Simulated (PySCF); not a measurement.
# MSi cations for M along the fourth-period p block

CCSD(T) with double-zeta basis sets in PySCF, for the lowest determinant that a PBE0 search found; no spin–orbit coupling. De refers to high-spin ground-configuration atoms (the charge goes to the atom of lower measured ionisation energy or higher electron affinity, which is not always the lowest computed limit).

```tsv
M	basis	reference, frozen orbitals	charged atom	state (unpaired electrons)	Re (Å)	ωe (cm⁻¹)	De (eV)
Ge	def2-SVP	UHF, 14	Ge+	quartet (σ ↑, π ↑↑)	2.359	366	2.91
As	cc-pV(D+d)Z/cc-pVDZ-PP	UHF, 9	Si+	triplet (π ↑↑)	2.352	388	2.31
Se	def2-SVP	UHF, 14	Si+	doublet (π ↑)	2.228	457	3.34
Br	def2-SVP	RHF, 14	Si+	singlet (closed shell)	2.125	534	4.29
```

(1) By what factor does the harmonic wavenumber vary along the series?

The rows differ in basis set, which adds steps of its own.

The state changes along the series, so neighbouring rows are not always alike in their bonding.

Correlated steps freeze the inner cores (9 to 14 orbitals); shallow outer-core shells are correlated. Correlated levels converge slowly with the basis: in double zeta they bind strong bonds too weakly, by up to about 1 eV, and carry superposition errors of some tenths. For an ion De counts to the pair picked by the measured ionisation energies or electron affinities, which need not be the lowest pair at this level. Where the molecule has an RHF reference, its open-shell atoms are computed with UHF. States were picked by a PBE0 search and need not be the measured ground states.

Answers

(1) At CCSD(T) it runs from 366 cm⁻¹ (SiGe⁺) to 534 cm⁻¹ (SiBr⁺), a factor of 1.46.
